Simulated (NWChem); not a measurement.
Species: SnH2BrF; SMILES [SnH2]([Br])[F]

Computed with NWChem. All runs use the structure optimised with PBE0/def2-SVP. def2 effective core potentials on Sn; no spin-orbit coupling. Total energies compare along this basis series because the functional is fixed.

```json
[
 {"level": "TPSS/def2-SVP", "basis functions": "82", "energy (Ha)": "-2888.9924", "highest occupied level (eV)": "?", "orbital gap (eV)": "?", "dipole (D)": "?"},
 {"level": "TPSS/def2-SVPD", "basis functions": "112", "energy (Ha)": "-2889.0100", "highest occupied level (eV)": "-7.49", "orbital gap (eV)": "5.04", "dipole (D)": "2.79"},
 {"level": "TPSS/def2-TZVP", "basis functions": "141", "energy (Ha)": "-2889.4429", "highest occupied level (eV)": "-7.44", "orbital gap (eV)": "5.10", "dipole (D)": "2.71"},
 {"level": "TPSS/def2-TZVPP", "basis functions": "157", "energy (Ha)": "-2889.4434", "highest occupied level (eV)": "-7.44", "orbital gap (eV)": "5.11", "dipole (D)": "2.71"}
]
```

What belongs in the gaps?


- TPSS/def2-SVP, highest occupied level (eV): -7.29
- TPSS/def2-SVP, orbital gap (eV): 5.16
- TPSS/def2-SVP, dipole (D): 2.67
